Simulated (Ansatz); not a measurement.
Species: C2H5Cl3Si, net charge 0, singlet state. 
Structure (B3LYP-D3(BJ)/def2-TZVP (Ansatz, a quantum-chemistry and plane-wave program) minimum search):
```xyz
11

C     -2.6970    -0.3837     0.4577
C     -1.5994    -0.7241    -0.5564
Si     0.0742    -0.0557    -0.1231
Cl     1.4471    -0.5787    -1.5534
Cl     0.7055    -0.7973     1.6833
Cl     0.0248     1.9915     0.0103
H     -3.6531    -0.8051     0.1442
H     -2.4625    -0.7844     1.4445
H     -2.8236     0.6950     0.5569
H     -1.8481    -0.3353    -1.5481
H     -1.4889    -1.8069    -0.6652
```

Basis-set convergence of Hartree-Fock and MP2 correlation energies (hartree) with Ansatz. Correlated levels leave the core frozen unless marked. No spin-orbit coupling. Non-relativistic.

| basis | functions | E(HF) | E(corr, MP2) |
|---|---|---|---|
| aug-cc-pV(D+d)Z | 219 | -1746.29551 | -0.84676 |
| aug-cc-pV(T+d)Z | 427 | (withheld) | (withheld) |

Task: What belongs in the gaps?

Result: 
- aug-cc-pV(T+d)Z, E(HF): -1746.37149
- aug-cc-pV(T+d)Z, E(corr, MP2): -1.05553
